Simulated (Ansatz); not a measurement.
Input file for Ansatz (an electronic-structure program): U-wB97X-V/cc-pVTZ on GaH3O (SMILES [OH][GaH2]), a point of a bond scan (R = 1.712 Å).

Ansatz 0.2 input:
```yaml
crystal:
  periodic: [false, false, false]
  atoms:
    - {symbol: Ga, position_ang: [-0.22521905, -0.28436532, 0.02581913]}
    - {symbol: H, position_ang: [0.08881909, -1.39846288, 1.28689637]}
    - {symbol: H, position_ang: [-1.35945454, -0.30870479, -1.05292543]}
    - {symbol: O, position_ang: [0.93817677, 1.08727522, -0.02402144]}
    - {symbol: H, position_ang: [0.77556061, 1.72300911, -0.72754919]}
basis:
  gaussian:
    orbitals: cc-pVTZ
hamiltonian:
  xc: {name: wB97X-V}
magnetization: {spin_polarized: true, initial_magnetization: 0}
```

Output:

```
WARN ansatz: RAYON_NUM_THREADS=1 ignored (pool sized by the plan → 1); use --threads N
Functional definition: wB97X-V
integrals: 0.05 GiB planned
739 factors; their error is unknown
integrals: 0.08 GiB planned
172 factors; integrals over basis functions are off by at most 7.2e-6 eV
mean field: 0.65 GiB planned
mean field evaluation 1: about -54465.5211 eV, gradient 3.8e1 eV
mean field evaluation 2: about -54461.3743 eV, gradient 5.2e1 eV
mean field evaluation 4: about -54470.2520 eV, gradient 1.1e0 eV
mean field evaluation 8: about -54470.3853 eV, gradient 1.4e-1 eV
mean field evaluation 16: about -54470.3854 eV, gradient 4.5e-5 eV
mean field -54470.38540179 eV, -2001.7497421623 hartree, gradient 4.5e-5 eV, S^2 0.000000; 0 other end points of the search recorded, 0 dependent functions left out
reference -54470.38539985 eV, -2001.7497420913 hartree; 21, 21 occupied and 94, 94 virtual orbitals, 739 factors
Total energy: -54470.38539985 eV, -2001.7497420913 hartree
```

The calculation finished and met its thresholds.

Cost: about 6 core-seconds (a rough figure).
